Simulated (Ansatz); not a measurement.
Molecule: C2H7O2Si, net charge -1, singlet state. It need not be the lowest isomer of its formula. Whether it binds its extra electron was not tested at this geometry. 
Coordinates optimised at B3LYP-D3(BJ)/def2-TZVP (Ansatz, a program for electronic structure):
```
Si
O 1 1.5539
O 1 1.7129 2 114.22
H 3 0.9613 1 111.68 2 180.00
C 1 1.9191 2 115.56 3 -119.33
H 5 1.0942 1 109.72 2 58.06
H 5 1.0947 6 107.60 1 120.46
H 5 1.0976 6 107.88 7 115.85
C 1 1.9191 2 115.56 3 119.33
H 9 1.0942 1 109.72 2 -58.06
H 9 1.0947 10 107.60 1 -120.46
H 9 1.0976 10 107.88 11 -115.85
```
Charge -1, spin multiplicity 1.

Basis-set convergence of Hartree-Fock and CCSD(T) correlation energies (hartree) with Ansatz. Cores are frozen in the correlated levels unless marked. No spin-orbit coupling. No relativistic terms.

```csv
basis,functions,E(HF),"E(corr, CCSD(T))"
aug-cc-pV(D+d)Z,187,-518.62098,-0.90352
aug-cc-pV(T+d)Z,400,-518.70135,-1.07552
aug-cc-pV(Q+d)Z,731,-518.71919,-1.12917
```

Extrapolating the two largest sets (X = 3 and 4) as X^-3: E(corr) = (64·(-1.12917) - 27·(-1.07552))/37 = -1.1683 Eh, an estimate of the basis-set limit. The largest set recovers 96.6 % of it, the smallest 77.3 %.
